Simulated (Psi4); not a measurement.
Psi4 input (wB97X-D/6-311+G**):

```
memory 1500 MB

molecule {
-1 1
C    -1.70247716    0.40861166    0.05612660
C    -1.14551551   -0.58957546    0.75642688
C     0.37163249   -0.79889547    0.57771698
C     1.10020115    0.10325037   -0.34161312
N     1.54147121    0.87314363   -1.08420951
H    -2.77364825    0.60733457    0.13996225
H    -1.17850729    1.09109328   -0.63303167
H     0.55616880   -1.82331349    0.23617418
H     0.86264248   -0.72746638    1.55441779
symmetry c1
no_reorient
no_com
}

set {
  basis 6-311+G**
  reference rks
  scf_type df
  df_basis_scf def2-universal-jkfit
  dft_radial_points 99
  dft_spherical_points 590
  e_convergence 1e-8
  d_convergence 1e-7
  maxiter 150
}

e = energy('wb97x-d')
print_out(f'\nFINAL {e:.10f} DIPOLE {variable("CURRENT DIPOLE")[0]:.6f} {variable("CURRENT DIPOLE")[1]:.6f} {variable("CURRENT DIPOLE")[2]:.6f}\n')
```

Output:

```
   => Loading Basis Set <=

    Name: 6-311+G**
    Role: ORBITAL
    Keyword: BASIS
    atoms 1-4 entry C          line   129 file 6-311pgss.gbs
    atoms 5   entry N          line   150 file 6-311pgss.gbs
    atoms 6-9 entry H          line    42 file 6-311pgss.gbs

   => WB97X-D: Empirical Dispersion <=

    Chai and Head-Gordon Dispersion Correction
    Chai, J.-D.; Head-Gordon, M. (2010), J. Chem. Phys., 132: 6615-6620

        s6 =       1.000000

         ---------------------------------------------------------
                                   SCF
               by Justin Turney, Rob Parrish, Andy Simmonett
                          and Daniel G. A. Smith
                              RKS Reference
         ---------------------------------------------------------

  ==> Geometry <==

    Molecular point group: c1
    Full point group: C1

    Geometry (in Angstrom), charge = -1, multiplicity = 1:

       Center              X                  Y                   Z               Mass
    ------------   -----------------  -----------------  -----------------  -----------------
         C           -1.702477160000     0.408611660000     0.056126600000    12.000000000000
         C           -1.145515510000    -0.589575460000     0.756426880000    12.000000000000
         C            0.371632490000    -0.798895470000     0.577716980000    12.000000000000
         C            1.100201150000     0.103250370000    -0.341613120000    12.000000000000
         N            1.541471210000     0.873143630000    -1.084209510000    14.003074004430
         H           -2.773648250000     0.607334570000     0.139962250000     1.007825032230
         H           -1.178507290000     1.091093280000    -0.633031670000     1.007825032230
         H            0.556168800000    -1.823313490000     0.236174180000     1.007825032230
         H            0.862642480000    -0.727466380000     1.554417790000     1.007825032230

  Running in c1 symmetry.

  Rotational constants: A =      0.38328  B =      0.13015  C =      0.09890 [cm^-1]
  Rotational constants: A =  11490.37632  B =   3901.90054  C =   2965.00844 [MHz]
  Nuclear repulsion =  133.846065339928174

  Charge       = -1
  Multiplicity = 1
  Electrons    = 36
  Nalpha       = 18
  Nbeta        = 18

  ==> Algorithm <==

  SCF Algorithm Type is DF.
  DIIS enabled.
  MOM disabled.
  Fractional occupation disabled.
  Guess Type is SAD.
  Energy threshold   = 1.00e-08
  Density threshold  = 1.00e-07
  Integral threshold = 1.00e-12

  ==> Primary Basis <==

  Basis Set: 6-311+G**
    Blend: 6-311+G**
    Number of shells: 66
    Number of basis functions: 134
    Number of Cartesian functions: 139
    Spherical Harmonics?: true
    Max angular momentum: 2

  ==> DFT Potential <==

   => LibXC <=

    Version 7.1.2
    S. Lehtola, C. Steigemann, M. J. T. Oliveira, and M. A. L. Marques,  SoftwareX 7, 1–5 (2018) (10.1016/j.softx.2017.11.002)

   => Composite Functional: WB97X-D <=

    wB97X-D Hyb-GGA Exchange-Correlation Functional

    J.-D. Chai and M. Head-Gordon,  Phys. Chem. Chem. Phys. 10, 6615–6620 (2008) (10.1039/B810189B)

    Deriv               =              1
    GGA                 =           TRUE
    Meta                =          FALSE

    Exchange Hybrid     =           TRUE
    MP2 Hybrid          =          FALSE

   => Exchange-Correlation Functionals <=

    1.0000   wB97X-D range-separated functional

   => Exact (HF) Exchange <=

    0.7780            HF,LR [omega = 0.2000]
    0.2220               HF

   => LibXC Density Thresholds  <==

    XC_HYB_GGA_XC_WB97X_D:  1.00E-14

   => Molecular Quadrature <=

    Radial Scheme          =       TREUTLER
    Pruning Scheme         =           NONE
    Nuclear Scheme         =       TREUTLER

    Blocking Scheme        =         OCTREE
    BS radius alpha        =              1
    Pruning alpha          =              1
    Radial Points          =             99
    Spherical Points       =            590
    Total Points           =         501655
    Total Blocks           =           3554
    Max Points             =            256
    Max Functions          =            134
    Weights Tolerance      =       1.00E-15

   => Loading Basis Set <=

    Name: DEF2-UNIVERSAL-JKFIT
    Role: JKFIT
    Keyword: DF_BASIS_SCF
    atoms 1-4 entry C          line   198 file def2-universal-jkfit.gbs
    atoms 5   entry N          line   258 file def2-universal-jkfit.gbs
    atoms 6-9 entry H          line    18 file def2-universal-jkfit.gbs

  ==> Integral Setup <==

  SCF_SUBTYPE=INCORE selected. In-core MEM_DF algorithm will be used.
  Using in-core AOs.

  ==> MemDFJK: Density-Fitted J/K Matrices <==

    J tasked:                   Yes
    K tasked:                   Yes
    wK tasked:                  Yes
    Omega:                2.000E-01
    Algorithm:                 Core
    Schwarz Cutoff:           1E-12
    Mask sparsity (%):       1.3255
    Fitting Condition:        1E-10

   => Auxiliary Basis Set <=

  Basis Set: DEF2-UNIVERSAL-JKFIT
    Blend: DEF2-UNIVERSAL-JKFIT
    Number of shells: 149
    Number of basis functions: 449
    Number of Cartesian functions: 529
    Spherical Harmonics?: true
    Max angular momentum: 4

  Cached 50.0% of DFT collocation blocks in 0.779 [GiB].

  Minimum eigenvalue in the overlap matrix is 1.1580068703E-05.
  Reciprocal condition number of the overlap matrix is 1.1866257871E-06.
    Using symmetric orthogonalization.

  ==> Pre-Iterations <==

  SCF Guess: Superposition of Atomic Densities via on-the-fly atomic UHF (no occupation information).

   -------------------------
    Irrep   Nso     Nmo
   -------------------------
     A        134     134
   -------------------------
    Total     134     134
   -------------------------

  ==> Iterations <==

                           Total Energy        Delta E     RMS |[F,P]|

   @DF-RKS iter SAD:  -208.23772681380584   -2.08238e+02   0.00000e+00
   @DF-RKS iter   1:  -209.09929177282882   -8.61565e-01   6.28431e-03 DIIS/ADIIS
   @DF-RKS iter   2:  -209.16007937572510   -6.07876e-02   5.92591e-03 DIIS/ADIIS
   @DF-RKS iter   3:  -209.48023152714345   -3.20152e-01   9.68416e-04 DIIS/ADIIS
   @DF-RKS iter   4:  -209.48704928874562   -6.81776e-03   3.94229e-04 DIIS/ADIIS
   @DF-RKS iter   5:  -209.48822169647170   -1.17241e-03   1.47813e-04 DIIS/ADIIS
   @DF-RKS iter   6:  -209.48840912661265   -1.87430e-04   4.74916e-05 DIIS
   @DF-RKS iter   7:  -209.48843182976603   -2.27032e-05   1.57058e-05 DIIS
   @DF-RKS iter   8:  -209.48843520586215   -3.37610e-06   3.69976e-06 DIIS
   @DF-RKS iter   9:  -209.48843559905143   -3.93189e-07   1.37453e-06 DIIS
   @DF-RKS iter  10:  -209.48843566126757   -6.22161e-08   4.60918e-07 DIIS
   @DF-RKS iter  11:  -209.48843566843178   -7.16420e-09   1.53759e-07 DIIS
   @DF-RKS iter  12:  -209.48843566944180   -1.01002e-09   3.32691e-08 DIIS
  Energy and wave function converged.

  ==> Post-Iterations <==

   Electrons on quadrature grid:
      Ntotal   =   35.9999992638 ; deviation = -7.362e-07

    Orbital Energies [Eh]
    ---------------------

    Doubly Occupied:

       1A    -14.268679     2A    -10.162745     3A    -10.149091
       4A    -10.067479     5A    -10.061437     6A     -0.849575
       7A     -0.709510     8A     -0.610052     9A     -0.448095
      10A     -0.403733    11A     -0.371600    12A     -0.335976
      13A     -0.301375    14A     -0.267875    15A     -0.255488
      16A     -0.239815    17A     -0.131656    18A     -0.069149

    Virtual:

      19A      0.187799    20A      0.209449    21A      0.214904
      22A      0.228636    23A      0.240713    24A      0.250097
      25A      0.255100    26A      0.267570    27A      0.274638
      28A      0.275400    29A      0.287520    30A      0.288295
      31A      0.290214    32A      0.310092    33A      0.333968
      34A      0.343796    35A      0.348089    36A      0.353734
      37A      0.384469    38A      0.406644    39A      0.415022
      40A      0.416009    41A      0.427868    42A      0.435875
      43A      0.447427    44A      0.465831    45A      0.473261
      46A      0.541772    47A      0.572227    48A      0.633363
      49A      0.700410    50A      0.722464    51A      0.728542
      52A      0.762076    53A      0.785640    54A      0.793519
      55A      0.832463    56A      0.850062    57A      0.868635
      58A      0.871516    59A      0.898769    60A      0.901148
      61A      0.923284    62A      0.946039    63A      0.970614
      64A      1.016765    65A      1.041861    66A      1.047276
      67A      1.115435    68A      1.122621    69A      1.154893
      70A      1.180947    71A      1.264513    72A      1.280258
      73A      1.348175    74A      1.359937    75A      1.434490
      76A      1.462381    77A      1.517085    78A      1.555892
      79A      1.676891    80A      1.702346    81A      1.715863
      82A      1.746045    83A      1.746057    84A      1.813814
      85A      1.848319    86A      1.859236    87A      1.934863
      88A      1.969577    89A      2.017126    90A      2.052463
      91A      2.083972    92A      2.143835    93A      2.231127
      94A      2.304998    95A      2.316168    96A      2.318864
      97A      2.330833    98A      2.408618    99A      2.450199
     100A      2.480666   101A      2.556762   102A      2.597050
     103A      2.704182   104A      2.754135   105A      2.820815
     106A      2.823153   107A      2.830031   108A      2.884148
     109A      2.977213   110A      2.984416   111A      3.001087
     112A      3.044226   113A      3.107468   114A      3.139658
     115A      3.153669   116A      3.205424   117A      3.259990
     118A      3.280129   119A      3.375054   120A      3.439920
     121A      3.574379   122A      3.989480   123A      4.047307
     124A      4.056183   125A      4.107990   126A      4.274785
     127A      4.317533   128A      4.574856   129A      4.841256
     130A     23.973523   131A     24.116479   132A     24.561093
     133A     24.576934   134A     36.137110

    Final Occupation by Irrep:
              A
    DOCC [    18 ]
    NA   [    18 ]
    NB   [    18 ]

  @DF-RKS Final Energy:  -209.48843566944180

   => Energetics <=

    Nuclear Repulsion Energy =            133.8460653399281739
    One-Electron Energy =                -553.2194925680216784
    Two-Electron Energy =                 230.5799048333861379
    DFT Exchange-Correlation Energy =     -20.6923298514928078
    Empirical Dispersion Energy =          -0.0025834232415791
    VV10 Nonlocal Energy =                  0.0000000000000000
    Total Energy =                       -209.4884356694417988

Computation Completed

Properties will be evaluated at   0.000000,   0.000000,   0.000000 [a0]

Properties computed using the SCF density matrix

 Multipole Moments:

 ------------------------------------------------------------------------------------
     Multipole            Electronic (a.u.)      Nuclear  (a.u.)        Total (a.u.)
 ------------------------------------------------------------------------------------

 L = 1.  Multiply by 2.5417464519 to convert [e a0] to [Debye]
 Dipole X            :          1.2785235            0.0000001            1.2785235
 Dipole Y            :         -0.0958633           -0.0000000           -0.0958633
 Dipole Z            :         -0.2175488            0.0000000           -0.2175487
 Magnitude           :                                                    1.3004382

 ------------------------------------------------------------------------------------

FINAL -209.4884356694 DIPOLE 1.278524 -0.095863 -0.217549

*** Psi4 exiting successfully. Buy a developer a beer!
```

The dipole moment of an ion depends on the origin.

The geometry given is a B3LYP-D3(BJ)/def2-TZVP minimum.
